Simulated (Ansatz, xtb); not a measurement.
## Two isomers of C4H6BrCl

Structure I is `C/C(Cl)=C/CBr`, a singlet and structure II is `C/C(=C\Cl)CBr`, a singlet. Both are isolated molecules in the gas phase, relaxed with PBE-D3(BJ)/def2-SVP; the shapes shown needn't be the lowest conformers.

I (Å):

```xyz
12

C     0.0538   -0.1326    1.6675
C    -0.2209    0.7999    0.5312
C     0.6621    1.1526   -0.4314
C     0.3979    2.0658   -1.5654
Br    0.2437    1.0563   -3.2813
Cl   -1.8571    1.4404    0.5282
H    -0.1068    0.3731    2.6422
H    -0.6384   -0.9999    1.6359
H     1.0950   -0.5055    1.6236
H     1.6630    0.6938   -0.3714
H     1.2269    2.7741   -1.7445
H    -0.5570    2.6083   -1.4548
```

II (Å):

```xyz
12

C    -1.5505    1.0174    2.1313
C    -0.8564    0.4320    0.9380
C    -0.6631    1.0789   -0.2358
C    -0.3352   -0.9636    1.0462
Br   -1.8063   -2.3078    1.1647
Cl   -1.1616    2.7090   -0.5536
H    -1.9071    2.0439    1.9318
H    -0.8695    1.0406    3.0088
H    -2.4162    0.3827    2.4139
H    -0.1622    0.6064   -1.0945
H     0.2447   -1.1217    1.9753
H     0.2687   -1.2670    0.1728
```

Estimate which is lower in electronic energy at CCSD(T)/def2-SVP + ΔMP2/def2-TZVPP, and by roughly how much.

Too close to call at this level: CCSD(T)/def2-SVP + ΔMP2/def2-TZVPP gives E(II) − E(I) = +0.87 kcal/mol.

The same difference at several levels:

```csv
level,geometry,E(II) − E(I) (kcal/mol),departure from the last row (kcal/mol),"job, with rough time for the two"
GFN2-xTB,GFN2-xTB,+1.38,+0.51,"optimisation, 0.17 s"
HF/STO-3G,GFN2-xTB,+1.54,+0.67,"single point, 0.42 s"
r2SCAN-D4/def2-SVP,GFN2-xTB,+1.43,+0.57,"single point, 3.7 s"
PBE-D3(BJ)/def2-SVP,PBE-D3(BJ)/def2-SVP,+1.08,+0.21,"optimisation, 29 s"
HF/def2-SVP,PBE-D3(BJ)/def2-SVP,+1.70,+0.83,part of the CCSD(T) run
MP2/def2-SVP,PBE-D3(BJ)/def2-SVP,+1.11,+0.24,part of the CCSD(T) run
CCSD(T)/def2-SVP,PBE-D3(BJ)/def2-SVP,+1.02,+0.16,single point
CCSD(T)/def2-SVP + ΔMP2/def2-TZVPP,PBE-D3(BJ)/def2-SVP,+0.87,,"single point, 64 s"
```

As drawn, both hold the same kinds of bond in the same numbers.

The largest departure from CCSD(T)/def2-SVP + ΔMP2/def2-TZVPP is that of HF/def2-SVP, 0.83 kcal/mol. The last row adds to CCSD(T) the change of the MP2 difference between the two basis sets, here −0.16 kcal/mol.

With thermal terms from frequencies at re-optimised GFN2-xTB minima (ideal gas, soft modes damped towards free rotors, one conformer each, 298.15 K, 1 atm): on the last row, ΔE + ΔZPE = +0.87, ΔH = +0.88, ΔG = +0.81 kcal/mol.

The correlated steps freeze 18 core orbitals; the filled d shell of Br is correlated, in a basis made for valence electrons. Programs: Ansatz 0.2.0, xtb 6.7.1; the last row on 4 threads of Arm Neoverse V1 on a shared host.
